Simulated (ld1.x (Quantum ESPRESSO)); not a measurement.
## Which change was made? (Os, RRKJ)

```json
{"Element": "osmium (Os)", "Generator": "ld1.x (Quantum ESPRESSO) 7.5", "Type": "norm-conserving RRKJ (Kleinman–Bylander form)", "Functional": "PBE", "Relativity": "fully relativistic", "Frozen core": "[Kr] 4d10", "Valence charge": "30", "Reference configuration": "4f14 5s2 5p6 5d6 6s2 6p0", "Partial waves": "5p (bound): rc 1.95 bohr; 5d (bound): rc 1.70 bohr; 4f (bound): rc 0.55 bohr; 5s (bound): rc 1.50 bohr", "Local potential": "the s channel", "Core correction": "none"}
```

Open shells are filled in proportion to 2j + 1 (rel_dist='average').

Occupied shells without a wave of their own: 6s. They enter only through the test configuration that unscreens the potential.

Cutoffs, loose and tight: the cutoffs (Ry, on a coarse ladder) from which the occupation-weighted sum of valence levels, in a spherical-Bessel basis at the reference potential, stays within 10 and 1 mRy of its value at 400 Ry. They do not see the model core or the augmentation charge, which bear on the density cutoff. Test errors are all-electron minus pseudo excitation energies from the reference, over the configurations 4f14 5s2 5p6 5d6 6s1 6p0; 4f14 5s2 5p6 5d6 6s0 6p0; 4f14 5s2 5p6 5d5 6s0 6p0; 4f14 5s2 5p6 5d6 6s1 6p1; 4f14 5s2 5p6 5d5 6s2 6p1; 4f14 5s2 5p6 5d5 6s2 6p0; 4f14 5s2 5p6 5d6.5 6s1.5 6p0; variants that change the core or the reference have their own tests.

The base gives: outcome: generated, misses its reference levels by 1.31 eV; bound ghosts: not determined; largest test error (meV): -5160.

Problem. After one change the result is: outcome: generated, misses its reference levels by 0.32 eV; bound ghosts: not determined; largest test error (meV): -1289. Which change was it?
A. all radii scaled by about 1.39 (s 2.08, p 2.70, d 2.36, f 0.76 bohr)
B. all radii scaled by about 0.84 (s 1.26, p 1.64, d 1.44, f 0.46 bohr)
C. all radii scaled by about 1.06 (s 1.60, p 2.08, d 1.80, f 0.58 bohr)

Solution. B. The others give: all radii scaled by about 1.39 (s 2.08, p 2.70, d 2.36, f 0.76 bohr) → outcome: failed: run_pseudo: Errors in PS-KS equation | all radii scaled by about 1.06 (s 1.60, p 2.08, d 1.80, f 0.58 bohr) → outcome: generated, misses its reference levels by 2.29 eV; bound ghosts: not determined; largest test error (meV): -8909.
